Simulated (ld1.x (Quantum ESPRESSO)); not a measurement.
# Which change was made? (H, TM)

ld1.x (Quantum ESPRESSO) 7.5 input, shortened:

```
&input
   title='H', zed=1., rel=1, dft='REVPBE', iswitch=3,
   config='1s1'
 /
 &inputp
   pseudotype=2, tm=.true., lloc=0,
   nlcc=.false.
 /
1
1S  1  0   1.00   0.00  1.10  1.10  0.0
 &test
   configts(1)='1s1'
 /
```

Cutoffs, loose and tight: the cutoffs (Ry, on a coarse ladder) from which the occupation-weighted sum of valence levels, in a spherical-Bessel basis at the reference potential, stays within 10 and 1 mRy of its value at 400 Ry. They do not see the model core or the augmentation charge, which bear on the density cutoff. Test errors are all-electron minus pseudo excitation energies from the reference, over the configurations 1s0.5; variants that change the core or the reference have their own tests.

The base gives: outcome: generated; cutoff, loose: 25 Ry; cutoff, tight: 40 Ry; bound ghosts: none.

Q: After one change the result is: outcome: generated; cutoff, loose: 30 Ry; cutoff, tight: 55 Ry; bound ghosts: none. Which change was it?
A. wave 1s (bound): rc 1.10 bohr becomes 1s (bound): rc 1.52 bohr
B. wave 1s (bound): rc 1.10 bohr becomes 1s (bound): rc 0.70 bohr
C. wave 1s (bound): rc 1.10 bohr becomes 1s (bound): rc 0.90 bohr
D. wave 1s (bound): rc 1.10 bohr becomes 1s (bound): rc 1.16 bohr

A: C. The others give: wave 1s (bound): rc 1.10 bohr becomes 1s (bound): rc 1.16 bohr → outcome: generated; cutoff, loose: 21 Ry; cutoff, tight: 40 Ry; bound ghosts: none | wave 1s (bound): rc 1.10 bohr becomes 1s (bound): rc 0.70 bohr → outcome: generated; cutoff, loose: 35 Ry; cutoff, tight: 80 Ry; bound ghosts: none | wave 1s (bound): rc 1.10 bohr becomes 1s (bound): rc 1.52 bohr → outcome: generated; cutoff, loose: 18 Ry; cutoff, tight: 30 Ry; bound ghosts: none.
